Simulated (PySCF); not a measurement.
## A survey of 29Si NMR shifts

PySCF 2.14.0 with density-fitted response routines calculation with GFN2-xTB structure and σ from GIAO-PBE0/pcSseg-1; one computed conformer, gas phase, no relativistic terms, averaged over atoms made equivalent by symmetry, fast rotation or ring inversion.

Shieldings were converted by a linear fit to measured shifts: 29Si (scatter 8.9 ppm rms, 25.8 ppm with the 6 outliers that the fit left out vs TMS, solution or neat liquid). A few per cent of atoms miss by over 2 rms, more outside the fitted compound classes.

Question: Give the 29Si shifts of `C#C[SiH2]/C(C=C)=C/SC`, `[SiH3]CCS[SiH2][SiH2][SiH3]`, `C#C[SiH2]S[SiH](C)C`, `C#CC1=CSC[SiH2][C@H]1C`, `C#C[C@@H]1S[SiH2]C12CCC2`.

Answer: 
```
                                           compound                                        environment  δ (ppm)
                              C#C[SiH2]/C(C=C)=C/SC                         silicon bonded to 2 C, 2 H    -63.9
[SiH3:1][CH2:2][CH2:3][S:4][SiH2:5][SiH2:6][SiH3:7]                  Si5: silicon bonded to S, Si, 2 H    -48.4
[SiH3:1][CH2:2][CH2:3][S:4][SiH2:5][SiH2:6][SiH3:7]                      Si1: silicon bonded to C, 3 H    -66.0
[SiH3:1][CH2:2][CH2:3][S:4][SiH2:5][SiH2:6][SiH3:7]                     Si7: silicon bonded to Si, 3 H   -101.7
[SiH3:1][CH2:2][CH2:3][S:4][SiH2:5][SiH2:6][SiH3:7]                   Si6: silicon bonded to 2 Si, 2 H   -114.9
   [CH:1]#[C:2][SiH2:3][S:4][SiH:5]([CH3:6])[CH3:7]                   Si5: silicon bonded to 2 C, S, H     -7.1
   [CH:1]#[C:2][SiH2:3][S:4][SiH:5]([CH3:6])[CH3:7]                   Si3: silicon bonded to C, S, 2 H    -57.8
                             C#CC1=CSC[SiH2][C@H]1C   silicon bonded to 2 C, 2 H, in a 6-membered ring    -51.9
                           C#C[C@@H]1S[SiH2]C12CCC2  silicon bonded to C, S, 2 H, in a 4-membered ring    -10.9
```

Question: Match the shifts 0.8, -17.9, -30.0, -59.1, -67.6 ppm to `C#CC[C@@](C)(C#C)S[SiH3]`, `CSC1=C[C@@]2([SiH3])C=C[C@@H]12`, `Cc1occc1[SiH2]O`, `F[SiH2]C(F)(F)Cl`, `C=C[C@@H]1C=CCC[Si@@H]1Cl`.

Answer: 0.8: C=C[C@@H]1C=CCC[Si@@H]1Cl (silicon bonded to 2 C, Cl, H, in a 6-membered ring); -17.9: F[SiH2]C(F)(F)Cl (silicon bonded to C, F, 2 H); -30.0: Cc1occc1[SiH2]O (silicon bonded to C, O, 2 H); -59.1: C#CC[C@@](C)(C#C)S[SiH3] (silicon bonded to S, 3 H); -67.6: CSC1=C[C@@]2([SiH3])C=C[C@@H]12 (silicon bonded to C, 3 H).
